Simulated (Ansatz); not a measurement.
Spectroscopic constants of MoBr, multiplicity 6 (lowest of 2S+1 = 2, 4, 6, 8 at CCSD(T)/def2-TZVPP on PBE0 minima; our sources give no spin for the ground state, which may be another). No spin–orbit coupling. Br is treated without relativity.

Seven points along R, fitted to fifth degree in 1/R; most abundant isotopes. In def2 and cc sets the state is the lowest found near the PBE0 minimum, followed along R.

Programs: Ansatz (Gaussian orbitals). Each number belongs to the level named beside it. In def2 rows elements past Kr take small-core potentials, without spin–orbit coupling.

Energies at BHLYP/def2-TZVPP:

```json
[
 {"R (Å)": "2.262616", "E (hartree)": "-2642.22157562"},
 {"R (Å)": "2.323439", "E (hartree)": "-2642.22767799"},
 {"R (Å)": "2.379396", "E (hartree)": "-2642.23097165"},
 {"R (Å)": "2.442652", "E (hartree)": "-2642.23258278"},
 {"R (Å)": "2.505908", "E (hartree)": "-2642.23244476"},
 {"R (Å)": "2.578896", "E (hartree)": "-2642.23064707"},
 {"R (Å)": "2.664048", "E (hartree)": "-2642.22695446"}
]
```

Task: With a reduced mass of 43.6962 u, find the minimum, the force constant and the constants.

Result: A fifth-degree polynomial in 1/R puts the minimum at r_e = 2.4679 Å with force constant 171 N/m. Then ω_e = (1/2πc)√(k/μ) = 257 cm⁻¹ and B_e = h/(8π²cμr_e²) = 0.06334 cm⁻¹; the cubic and quartic terms give α_e = 0.00023 and ω_e x_e = 0.72 cm⁻¹.

Ansatz is an electronic-structure program.
